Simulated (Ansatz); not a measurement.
Molecule: CH$_{9}$Si$_{3}$, net charge 0, doublet state. It need not be the lowest isomer of its formula. 
Geometry from a B3LYP-D3(BJ)/def2-TZVP (Ansatz, a quantum-chemistry and plane-wave program) optimisation:
SMILES: C[Si]([SiH3])[SiH3]
```xyz
13

C      0.0900     2.1676    -0.4354
Si     0.0311     0.2774    -0.5219
Si     1.9230    -0.7481     0.3796
Si    -1.9932    -0.6185     0.2150
H      1.0073     2.5498    -0.8858
H      0.0575     2.5050     0.6041
H     -0.7590     2.6083    -0.9600
H      2.1113    -0.4271     1.8203
H      3.1408    -0.3020    -0.3432
H      1.7987    -2.2195     0.2439
H     -2.2800    -0.2818     1.6357
H     -1.9554    -2.0953     0.0861
H     -3.1140    -0.0950    -0.6061
```
Charge 0, spin multiplicity 2.

Property: atomisation energy (electronic, to ground-state atoms); the coupled-cluster value holds the core correlation from cc-pwCVTZ, in eV. Valence correlation only, unless marked. Open shells are spin-unrestricted. Spin-orbit coupling is left out. Non-relativistic. CBS(X,Y): correlation extrapolated as X^-3; Hartree-Fock from the larger set.

Level to compare with: CCSD(T)/CBS(cc-pV(T+d)Z,cc-pV(Q+d)Z) plus the core term (Ansatz), 41.72 eV. It is a level with limits of its own, and the differences hold the functionals' basis error too.

Task: Rank these functionals by how close they come to CCSD(T)/CBS(cc-pV(T+d)Z,cc-pV(Q+d)Z), closest first: CAM-B3LYP/def2-TZVPD (Ansatz); wB97X-V/def2-TZVPD (Ansatz); PBE0/def2-TZVPD (Ansatz); BHLYP/def2-TZVPD (Ansatz).

Result: wB97X-V/def2-TZVPD (range-separated hybrid with VV10, 41.94 eV, difference 0.22), CAM-B3LYP/def2-TZVPD (range-separated hybrid, 41.43 eV, difference -0.29), PBE0/def2-TZVPD (global hybrid, 41.17 eV, difference -0.55), BHLYP/def2-TZVPD (global hybrid, 40.83 eV, difference -0.89)
